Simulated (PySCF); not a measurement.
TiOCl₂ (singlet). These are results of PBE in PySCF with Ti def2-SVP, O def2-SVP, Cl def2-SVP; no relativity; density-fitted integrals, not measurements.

Harmonic bands of its minimum:

```csv
ω (cm⁻¹),IR (km/mol)
60,47.1
127,11.0
219,0.0
384,20.8
506,134
1086,166
```

Problem. The central atom is Ti. Infer the point group and assign the bands.

Solution. Cs. The modes span 4a' + 2a'': 60 a', 127 a', 219 a'', 384 a', 506 a'', 1086 a'. The computed geometry has Ti–Cl 2.225 Å (×2), Ti–O 1.595 Å; Cl–Ti–Cl 125.8°, Cl–Ti–O 113.8° (×2).

Only a few start shapes were tried, so a lower isomer may exist.
